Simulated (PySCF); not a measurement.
**How methods differ on the excitation energy of Ni**

Ni [Ar] 3d8 4s2 (3F) → Ni [Ar] 3d9 4s1 (3D), as a difference of total energies. All numbers are calculated (PySCF 2.14, the non-relativistic Hamiltonian (point nucleus), in def2-QZVPPD). Correlated levels: valence: [Ar] frozen; valence and next inner shell: [Ne] frozen. The calculations carry no spin-orbit coupling.

```tsv
method	excitation energy (eV)
UHF	1.394
LDA	-1.239
PBE	-0.903
PBE0	-0.409
r2SCAN	-0.240
BLYP	-0.743
B3LYP	-0.404
B2PLYP	-0.419
BP86	-0.914
MP2 (valence)	-0.834
SCS-MP2 (valence)	-0.453
MP2 (valence and next inner shell)	-1.399
SCS-MP2 (valence and next inner shell)	-0.882
```

Problem. How much does correlation contribute at MP2 (valence and next inner shell)?

Solution. -1.399 − (1.394) = -2.793 eV, measured against UHF.

A first-order spin-orbit estimate (lowest level to lowest level, LS coupling) adds 0.054 eV.
